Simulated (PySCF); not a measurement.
Species: C8H12P (charge -1).
Numbering: `[CH3:1][CH2:2][c:3]1[cH:4][p-:5][c:6]([CH3:7])[c:8]1[CH3:9]` (hydrogens: H10, H11, H12 on C1; H13, H14 on C2; H15 on C4; H16, H17, H18 on C7; H19, H20, H21 on C9)

Cartesian coordinates in Å at the PBE0-D3(BJ)/def2-SVP level; atoms count from 1:
```xyz
21
C8H12P angstrom
C      2.6648    0.2723   -0.6081
C      1.9036   -0.7407    0.2485
C      0.5931   -0.2269    0.7787
C      0.4265    0.2785    2.0733
P     -1.2056    0.8590    2.3776
C     -1.6680    0.4219    0.7293
C     -3.0417    0.6296    0.1635
C     -0.6032   -0.1433    0.0094
C     -0.7192   -0.5896   -1.4203
H      2.8601    1.1888   -0.0291
H      3.6318   -0.1231   -0.9713
H      2.0678    0.5671   -1.4861
H      2.5430   -1.0419    1.0977
H      1.7513   -1.6603   -0.3507
H      1.2399    0.2908    2.8081
H     -3.0472    1.2925   -0.7251
H     -3.7125    1.0880    0.9090
H     -3.5220   -0.3162   -0.1606
H      0.0332   -1.3549   -1.6782
H     -0.5862    0.2358   -2.1500
H     -1.7097   -1.0285   -1.6344
```

All values: PBE0/pcSseg-1 (PySCF, non-relativistic), on one gas-phase PBE0-D3(BJ)/def2-SVP geometry that isn't relaxed in the solvent. The solvent is an IEF-PCM continuum (van der Waals radii × 1.2). Only the electrostatic response of the medium enters.

Gas phase at PBE0/pcSseg-1: HOMO -0.26 eV, LUMO 4.81 eV.

Problem. What does the continuum do to the energy and the frontier levels at PBE0/pcSseg-1 in chloroform?

Solution. 
```csv
solvent,ε,E(solvent) − E(gas) (kJ/mol),polarisation term (kJ/mol),distortion of the solute (kJ/mol),HOMO (eV),LUMO (eV)
chloroform,4.711,-175.56,-184.42,8.86,-3.66,2.04
```

Polarisation term: ½ Σ q·V over the induced surface charges. Distortion: the rise of the solute's own energy as its density leaves the gas-phase optimum.

Problem. Which radius a makes Born's formula ΔE = −(q²/2a)(1 − 1/ε) give the value in chloroform?

Solution. a = q²(1 − 1/ε)/(2|ΔE|) = 3.12 Å, with q = -1 e and |ΔE| = 0.0669 Eh; the farthest nucleus lies 3.97 Å from the centroid of the nuclei. The formula assumes a point charge at the centre of a sphere.

Problem. Which Mulliken charges (PBE0/pcSseg-1) respond most in chloroform (means over atoms taken as equivalent)?

Solution. 
| atoms | environment | gas (e) | solvent (e) | change |
| --- | --- | --- | --- | --- |
| P5 | phosphorus bonded to 2 C | +0.111 | +0.007 | -0.104 |
| H15 | aromatic hydrogen | +0.018 | +0.049 | +0.031 |
| C4 | aromatic CH carbon | -0.406 | -0.433 | -0.027 |
| C3 | substituted aromatic carbon | -0.199 | -0.224 | -0.025 |
| C6 | substituted aromatic carbon | -0.547 | -0.569 | -0.022 |
| C8 | substituted aromatic carbon | -0.196 | -0.217 | -0.021 |
| C1 | methyl carbon | -0.265 | -0.285 | -0.020 |
| H19/H20/H21 | methyl hydrogen | +0.090 | +0.109 | +0.019 |
